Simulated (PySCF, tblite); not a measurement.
Isomers of C5H10O2SSi2. Method: GFN2-xTB as coded in tblite; computed harmonic values from a numerical Hessian at the method's own geometry, unscaled. Against measured fundamentals such values can be off by several per cent, at times by over 20. Modes of hydrogen on silicon can be 10 to 20 % off. One conformer each.

Electronic energies: PBE0/pcSseg-1 single points on the GFN2-xTB geometries (PySCF, gas phase).

```tsv
SMILES	electronic energy, lowest = 0 (kJ/mol)
C#C[SiH2]S[Si@H](C)CC(=O)O	5.8
[SiH3]OCc1cscc1O[SiH3]	62.2
O[SiH2]SC[SiH2]c1ccco1	0.0
CC#C[C@@]1([SiH3])[SiH2]CS1(=O)=O	474.2
C#C[C@@]1([S@@](C)=O)C[SiH2]O[SiH2]1	239.0
```

Q: How do GFN2-xTB zero-point energies change the relative energies?

A: 
| SMILES | ZPE (kJ/mol) | of it from modes above 1550 cm⁻¹ | electronic (kJ/mol) | with ZPE, lowest = 0 (kJ/mol) | lowest mode (cm⁻¹) | rings |
| --- | --- | --- | --- | --- | --- | --- |
| O[SiH2]SC[SiH2]c1ccco1 | 352.7 | 178.9 | 0.0 | 0.0 | 29 | 1 |
| C#C[SiH2]S[Si@H](C)CC(=O)O | 350.1 | 196.1 | 5.8 | 3.2 | 15 | 0 |
| [SiH3]OCc1cscc1O[SiH3] | 340.2 | 163.7 | 62.2 | 49.6 | 19 | 1 |
| C#C[C@@]1([S@@](C)=O)C[SiH2]O[SiH2]1 | 347.7 | 179.9 | 239.0 | 234.0 | 61 | 1 |
| CC#C[C@@]1([SiH3])[SiH2]CS1(=O)=O | 338.9 | 172.9 | 474.2 | 460.3 | 18 | 1 |

The zero-point energies span 13.8 kJ/mol, from `CC#C[C@@]1([SiH3])[SiH2]CS1(=O)=O` to `O[SiH2]SC[SiH2]c1ccco1`. The order is unchanged.

Q: And how do the electronic energies of GFN2-xTB itself compare?

A: `O[SiH2]SC[SiH2]c1ccco1` 125.6; `C#C[SiH2]S[Si@H](C)CC(=O)O` 310.6; `[SiH3]OCc1cscc1O[SiH3]` 0.0; `C#C[C@@]1([S@@](C)=O)C[SiH2]O[SiH2]1` 238.4; `CC#C[C@@]1([SiH3])[SiH2]CS1(=O)=O` 475.2 kJ/mol, lowest = 0. Against the energies above, taken from the same isomer `O[SiH2]SC[SiH2]c1ccco1`, the largest difference is 187.8 kJ/mol.
